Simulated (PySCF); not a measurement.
A calculated (TPSS, PySCF 2.14, aug-cc-pVDZ, no relativity, point nucleus) atom or ion has these occupied shells.

```csv
shell,electrons,orbital energy (eV),"rms radius, mean of both spins (bohr)"
1s α,1,-291.20,0.313
1s β,1,-290.68,0.313
2s α,1,-26.644,1.61
2s β,1,-24.920,1.61
2p α,1,-18.426,1.65
```

(1) Name the element and its charge.

Answers

(1) C⁺ (carbon, charge +1), in [He] 2s2 2p1, 2P determinant.
